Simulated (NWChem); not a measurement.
GeSiH4OF2; SMILES F[SiH]([O][GeH3])F

```xyz
9

Si     0.0021    -1.5162    -0.4280
F     -1.2806    -1.8655     0.4687
F      1.2727    -1.8773     0.4810
O      0.0111     0.0510    -0.8400
Ge     0.0038     1.6068     0.0912
H      0.0043    -2.3508    -1.6357
H     -1.2789     1.6536     0.9512
H      0.0085     2.7022    -0.9924
H      1.2762     1.6561     0.9660
```
Atoms are numbered in this order, from 1.

Program: NWChem. Geometry: optimised at B3LYP/6-31G* (spherical d). Static field.

| level | isotropic polarisability (bohr³) | anisotropy (bohr³) |
|---|---|---|
| PBE/def2-SVPD | 60.2 | 13.4 |
| B3LYP/def2-SVPD | 57.5 | 11.5 |
| LC-BLYP (range parameter 0.33 per bohr)/def2-SVPD | 58.1 | 10.9 |
| LDA (Slater exchange, VWN5)/def2-SVPD | 61.2 | 13.6 |
